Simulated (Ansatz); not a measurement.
C3H10ClGaOSi (`C[CH](C)[Ga]([Cl])[O][SiH3]`), 17 atoms. Total charge 0; spin multiplicity 1. Correlated methods include outer-core shells of Ga, which these sets cover unevenly. Scalar relativity is left out up to krypton. Hardware: A = 2 threads of an AMD EPYC 7R13 on a shared host and a share of an NVIDIA H100 80 GB; B = 2 threads of an AMD EPYC 7R13 on a shared host. Correlated methods freeze the cores. Open-shell runs search over several starts.

Question: How many basis functions does each run have, and how long does it take in Ansatz? RKS ωB97M-V/def2-SVP energy [B]; RKS BHLYP-D4/def2-TZVPP energy [A]; RKS PBE0-D4/def2-SVP energy [B]; UHF-MP2/def2-TZVPP energy of the cation [A]; RKS B97M-V/def2-TZVPP energy [A]; UKS PBE0-D4/def2-TZVPP energy of the cation [A]; RKS PBE0-D4/def2-TZVP relaxation (54 steps) [A]; RKS r2SCAN-D4/def2-TZVPP energy and forces [A]; UKS ωB97X-V/def2-TZVPP energy of the cation [A]; direct RPA on PBE orbitals/def2-TZVPP energy [A]; UHF-MP2/def2-QZVPP energy of the cation [A]; RKS SPW92 (LDA)/def2-TZVPP energy [A]. (Estimate.)

Answer: The calculation gave: Other jobs shared the machine, so times are rough.

```
                                level                        job  functions  wall time  peak host memory (GiB)
           RKS SPW92 (LDA)/def2-TZVPP                 energy [A]        396      3.2 s                    0.93
direct RPA on PBE orbitals/def2-TZVPP                 energy [A]        396      3.4 s                     1.8
             RKS r2SCAN-D4/def2-TZVPP      energy and forces [A]        396      4.6 s                    0.97
              RKS BHLYP-D4/def2-TZVPP                 energy [A]        396      4.8 s                    0.95
                 RKS PBE0-D4/def2-SVP                 energy [B]        174      4.8 s                    0.85
                RKS B97M-V/def2-TZVPP                 energy [A]        396        7 s                       1
                   UHF-MP2/def2-TZVPP   energy of the cation [A]        396      9.5 s                    0.96
                 RKS ωB97M-V/def2-SVP                 energy [B]        174       17 s                    0.86
               UKS ωB97X-V/def2-TZVPP   energy of the cation [A]        396       18 s                     1.2
               UKS PBE0-D4/def2-TZVPP   energy of the cation [A]        396       18 s                     1.1
                   UHF-MP2/def2-QZVPP   energy of the cation [A]        757       29 s                     1.6
                RKS PBE0-D4/def2-TZVP  relaxation (54 steps) [A]        306    3.2 min                     1.1
```
